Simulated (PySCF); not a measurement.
Electron correlation in O²⁺ (oxygen, charge +2)

[He] 2s2 2p2, high-spin 3P determinant. Calculation: PySCF 2.14, in x2c-SVPall (3s2p1d, 14 functions); the spin-free X2C one-electron Hamiltonian (Gaussian nucleus). Frozen: 1s2; 4 electrons correlated.

MP2 pair energies summed by pair of shells (mhartree):

```tsv
pair	energy	share (%)
2s-2p	-31.60	57.6
2s-2s	-18.58	33.9
2p-2p	-4.68	8.5
```

Total MP2 correlation energy: -54.86 mhartree.

Same-spin part -7.66 and opposite-spin part -47.20 mhartree; SCS-MP2 scales them by 1/3 and 6/5 to -59.20 mhartree.

| level | correlation energy (mhartree) |
| --- | --- |
| CCSD | -77.58 |
| (T) | -0.63 |
| CCSD(T) | -78.21 |

Diagnostics: T1 = 0.0044, D1 = 0.0086, largest double amplitude 0.128.

Cost of the coupled-cluster step: 0.13 s of wall time on 1 thread of AMD EPYC 7R43 64-Core Processor (shared host), for 4 correlated electrons.
